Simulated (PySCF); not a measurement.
Work out the structure from these simulated measurements.

Formula: C2H4O2Si.

- UV, first state: lowest singlet excitation: 2.95 eV (420 nm, f = 0.009) [TDDFT PBE0/def2-SVPD]
- 13C NMR: chemical shifts (computed TMS as zero) by class: 238.3 (2 C) ppm [GIAO PBE0/pcSseg-1]
- NMR, other nuclei: isotropic shieldings of nuclei other than C and H, by class: -633 (2 O), 417 (1 Si) ppm [GIAO PBE0/pcSseg-1]
- Polarisability: 59.9 au [PBE0/def2-SVPD]
- 1H NMR: chemical shifts (computed TMS as zero) by class: 12.08 (2 H), 4.48 (2 H) ppm [GIAO PBE0/pcSseg-1]
- Rotational structure: rotational constants A, B, C: 8.368, 2.146, 1.898 GHz [GFN2-xTB]
- Triplet: lowest triplet excitation (Tamm–Dancoff): 2.23 eV [TDA PBE0/def2-SVPD]

The electronic properties come from PySCF, for the isolated species, density fitting. Levels stand in brackets. Geometry: GFN2-xTB, one conformer, isolated molecule. Each NMR value is the plain mean over a class of atoms that symmetry, rotation or inversion makes alike.

Question: Give a SMILES that accounts for the data.

Answer: Numbering: `[O:1]=[CH:2][SiH2:3][CH:4]=[O:5]`. Its formula, C2H4O2Si, gives 2 degrees of unsaturation: 0 rings and 2 π bonds in the structure found. 2 carbons fall into 1 class: carbonyl carbon [C2/C4] (238.3 ppm, 2 C). Hydrogen classes from least to most shielded: 2 H on 2 carbonyl carbons, C2/C4 (12.08 ppm), 2 H on an SiH2 silicon, Si3 (4.48 ppm). The other shieldings belong to: -633 ppm, carbonyl oxygen [O1/O5]; 417 ppm, SiH2 silicon [Si3]. S1 is mainly HOMO→LUMO (weight 0.84); the largest Löwdin shares of the orbital it empties are 0.28 on a carbonyl oxygen, 0.25 on a carbonyl oxygen, 0.13 on the SiH2 silicon and 0.12 on a carbonyl carbon, of the orbital it fills 0.23 on a carbonyl carbon, 0.20 on a carbonyl oxygen, 0.19 on a carbonyl carbon and 0.17 on a carbonyl oxygen. The optimised geometry has point group C1 and is an asymmetric top. Structure: `O=C[SiH2]C=O`. The assignments are read from this structure; whether some other isomer fits the data as well wasn't checked.

Conformer computed: `[O:1]=[CH:2][SiH2:3][CH:4]=[O:5]`: O1–C2–Si3–C4 83°, C2–Si3–C4–O5 107°.
